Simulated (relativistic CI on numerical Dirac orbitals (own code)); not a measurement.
# S II: what numerical and physical settings do to a radial Dirac CI calculation

Reference input:

```
atom S  Z=16  charge=1  electrons=15
nucleus A=32  rms_radius_fm=3.2611
hamiltonian dirac-coulomb  breit=on  qed=on  c_scale=1
orbitals kli  potential=per-configuration
slater_scale 1
correlation none
mixing on
grid step=0.0125 r_max=51.4
scf mixing=0.4 start=green max_iterations=150 tolerance=2e-08 node_fill=0.05
configurations
  [Ne] 3s2 3p3
  [Ne] 3s 3p4
end
```

Computed lowest total energy -398.14093 Ha, first excitation 18858.5 cm⁻¹, 20 SCF steps. Runs with settings changed; * marks those that are bad on purpose (the QED terms keep the true α when c is scaled):

```tsv
Changed	Outcome	Lowest level	ΔE (Ha)	First excitation (cm⁻¹)	SCF steps	Message
QED terms off	converged	3s2 3p3 4S°_3/2	-0.0575	18858.5	20	
Slater scale 0.6	converged	3s2 3p3 4S°_3/2	0.0344	11300.0	20	
speed of light × 1.25, node fill of the KLI weights 0.01	converged	3s2 3p3 4S°_3/2	0.371	18906.7	20	
Breit term off	converged	3s2 3p3 4S°_3/2	-0.0875	18855.2	20	
iteration limit 2 *	not converged				2	SCF of 1s2 2s2 2p6 3s2 3p3 did not converge
Slater scale -1 *	converged	3s2 3p3 2P°_3/2	0.0285	53.2	20
```

With so few configurations and no correlation, terms lie too far apart (by 10 to 50 % near neutrality), their order can be wrong, and levels of other configurations are missing.
